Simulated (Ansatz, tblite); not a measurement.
Cost and result up the ladder for the cluster Ge₂O₄⁻ (6 atoms). The state is a doublet with charge -1. Geometry: PBE-D4/def2-SVPD.

```xyz
6

Ge    0.337   -1.177    0.123
Ge   -0.026    1.510    0.111
O     0.876    0.129   -0.970
O    -0.552   -0.054    1.190
O    -1.267    2.415   -0.634
O     0.632   -2.822    0.180
```

Ansatz on 4 threads of Arm Neoverse V1 on a shared host; xTB runs through tblite on one thread. Times are rough, summed over both states, and most runs start from the orbitals of an earlier one. PBE0-D4/def2-TZVPD serves as the yardstick here, not as an exact answer. The other state is a singlet.

The xTB rows come from tblite. The structure comes from a short search, and lower isomers may exist.

Raw xTB energies of ions are shifted by several eV, and xTB has no spin-polarisation term.

```
                             level  functions  wall time  vertical IE (eV)  difference from PBE0-D4/def2-TZVPD (eV)
                          GFN1-xTB         34     0.01 s              8.46                                     4.18
                          GFN2-xTB         34     0.01 s              9.04                                     4.77
                 PBE-D4/def2-TZVPD        268       12 s              3.95                                    -0.33
r2SCAN-D4/def2-TZVPD (with forces)        268       27 s              4.17                                    -0.10
                PBE0-D4/def2-TZVPD        268       29 s              4.27                                     0.00
```
